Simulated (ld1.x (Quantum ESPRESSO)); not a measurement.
# Ranking ultrasoft potentials for phosphorus (P)

All share these settings but for the change named:

ld1.x (Quantum ESPRESSO) 7.5 input, shortened:

```
&input
   title='P', zed=15., rel=0, dft='PBE', iswitch=3,
   config='[Ne] 3s2 3p1.5 3d-2'
 /
 &inputp
   pseudotype=3, tm=.true., lloc=-1, rcloc=1.40,
   nlcc=.false.
 /
5
3S  1  0   2.00   0.00  1.50  1.70  0.0
3S  1  0   0.00  -0.75  1.50  1.70  0.0
3P  2  1   1.50   0.00  1.30  1.75  0.0
3P  2  1   0.00   1.75  1.30  1.75  0.0
3D  3  2  -2.00   0.15  1.65  1.85  0.0
 &test
   configts(1)='3s2 3p1.5'
 /
```

Test errors are all-electron minus pseudo excitation energies from the reference, over 3s2 3p3; 3s2 3p2; 3s2 3p1; 3s1 3p4; 3s2 3p2.5; 3s1 3p0; 3s2 3p0. None of these files shows a bound ghost.

The base gives 147.7 meV.

Of 7 variants that were run, those that failed, showed a ghost or another fault, or gave nearly equal values are left out.

A variant can come out equal or close to the base, since the largest error may sit in a test that the change hardly touches while other tests move.

Rank these variants by their largest absolute test error, smallest first.
A. type TM; waves now 3s (bound): rc 1.70 bohr; 3p (bound): rc 1.75 bohr; 3d channel at 0.15 Ry: rc 1.85 bohr; local potential all-electron potential smoothed inside 1.55 bohr (lloc = -1)
B. augmentation PSQ, radius 1.05 bohr
C. waves 3p (bound): rcut 1.30, rcutus 1.44 bohr; 3p channel at 1.75 Ry: rcut 1.30, rcutus 1.44 bohr

B (70.2 meV), C (147.7 meV), A (194.0 meV).
